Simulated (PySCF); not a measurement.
Computed shifts of a molecule C4H6ClF, PBE/pcSseg-1 (PySCF), GIAO, gas phase, atoms alike by connectivity averaged where their shifts nearly agree, in ppm (number of nuclei): ¹³C: 173.2 (1), 108.2 (1), 32.8 (1), 16.2 (1). ¹⁹F: -124.9 (1). ¹H: 5.48 (1), 2.67 (1), 2.21 (1), 1.45 (3). References: ¹³C against TMS (σ = 182.0 ppm); ¹⁹F against CFCl3 (σ = 133.6 ppm); ³⁵Cl against HCl (σ = 936.5 ppm); ¹H against TMS (σ = 31.49 ppm), references at their B3LYP-D3(BJ)/def2-TZVP geometries, non-relativistic (without spin–orbit terms, shifts of atoms bonded to Cl or Br come out too high). Coordinates come from a B3LYP-D3(BJ)/def2-SVP optimisation. Other conformers were not sampled.

**Question.** Which structure fits?
A) F[C@@H]1CC[C@H]1Cl
B) C[C@@H](F)/C=C\Cl
C) CC(C)=C(F)Cl
D) CC/C(F)=C/Cl

**Answer.** D, CC/C(F)=C/Cl
